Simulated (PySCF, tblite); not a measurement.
A set of runs on `CC#C[SiH2][GeH2][GeH3]`; the geometry of each is named by its level. Settings lines and outputs come from a driver script.

Compound: C3H10Ge2Si.
Numbering: `[CH3:1][C:2]#[C:3][SiH2:4][GeH2:5][GeH3:6]` (hydrogens: H7, H8, H9 on C1; H10, H11 on Si4; H12, H13 on Ge5; H14, H15, H16 on Ge6)

Step 1: GFN2-xTB geometry optimisation, gas phase (tblite 0.8.0) (from a force-field or distance-geometry start)
```json
{"job": {"kind": "relax", "xc": "GFN2-xTB", "basis": "xTB"}, "charge": 0, "multiplicity": 1}
```
```
step      E/eV     max force
  0    -463.43650    1.657
  1    -463.48469    2.119
  2    -463.54170    1.047
...
 94    -463.71015    0.016
 95    -463.71018    0.015
 96    -463.71022    0.015
 97    -463.71025    0.012
 98    -463.71026    0.007
```

Energy lowered by 6.3 kcal/mol over 98 steps; largest atomic force 0.007 eV/Å at the end. «max force» is the largest atomic force in eV/Å.

Hardware: one thread, Arm Neoverse N1 (aarch64), shared host with 64 logical CPUs at a one-minute load of 57. Cost: 1.2 s.

Step 2: GFN2-xTB harmonic vibrations, gas phase (tblite 0.8.0) (on the GFN2-xTB geometry)
```json
{"job": {"kind": "ir", "xc": "GFN2-xTB", "basis": "xTB"}, "charge": 0, "multiplicity": 1}
```
```
(table of modes left out)
```

42 modes from -11 to 3010 cm⁻¹ (unscaled, harmonic, a negative number standing for an imaginary wavenumber); zero-point energy 61.6 kcal/mol from the real modes; the lowest is imaginary at this level.

Time: 1.0 s of wall time. Hardware: an Arm Neoverse N1 with one thread, shared host with 64 logical CPUs at a one-minute load of 57.

Step 3: TDDFT CAM-B3LYP/def2-SVPD, vertical, gas phase, core orbitals frozen in the response (PySCF 2.14.0, density-fitted response routines) (on the GFN2-xTB geometry)
```json
{"job": {"kind": "uv", "xc": "CAM-B3LYP", "basis": "def2-SVPD", "nstates": 8, "ntriplets": 3}, "charge": 0, "multiplicity": 1}
```
```
...
Static polarisability (au): isotropic 130.823, principal 102.330 138.229 151.909
Singlet excitations
state   eV       nm        f      main configurations
  1   5.9528    208.3   0.00319   H->L+2 0.36, H-1->L+1 0.12, H->L+5 0.09
  2   6.1797    200.6   0.02064   H->L+1 0.27, H-1->L+2 0.23, H->L+5 0.08
  3   6.1842    200.5   0.01034   H-1->L+1 0.34, H->L+2 0.14, H-1->L+5 0.10
  4   6.6111    187.5   0.12216   H->L 0.73, H->L+2 0.11
  5   6.9993    177.1   0.00622   H-1->L 0.58, H-1->L+2 0.10, H-1->L+1 0.10
  6   7.0974    174.7   0.18417   H-2->L 0.30, H->L+2 0.17, H-2->L+2 0.11
  7   7.1479    173.5   0.18545   H->L+1 0.35, H->L+3 0.21
  8   7.3122    169.6   0.11345   H-2->L 0.44
Triplet excitations (Tamm-Dancoff, eV): 5.0132 5.4302 5.4408
```

HOMO -8.80 eV, LUMO 0.46 eV; lowest singlet 5.95 eV; lowest triplet 5.01 eV (Tamm–Dancoff); mean polarisability 130.8 au.

The run took 2.5 min wall (grids of density and orbitals included) on one thread, Arm Neoverse N1 (aarch64) (shared host), and the process peaked at 1.1 GiB of memory.

Geometry of the electronic-property runs (GFN2-xTB):
```
atom  x, y, z in Å
C1     3.117    1.226    0.707
C2     2.168    0.183    0.391
C3     1.384   -0.696    0.129
Si4    0.139   -1.981   -0.307
Ge5   -1.733   -0.902   -1.249
Ge6   -2.640    1.042   -0.211
H7     3.597    1.016    1.663
H8     3.880    1.281   -0.069
H9     2.606    2.187    0.771
H10   -0.244   -2.701    0.914
H11    0.741   -2.912   -1.268
H12   -1.506   -0.527   -2.702
H13   -2.905   -1.855   -1.413
H14   -3.243    0.784    1.142
H15   -3.735    1.734   -0.973
H16   -1.635    2.129    0.053
```

 (This holds for the electronic-property runs.)

One conformer stands for the species.
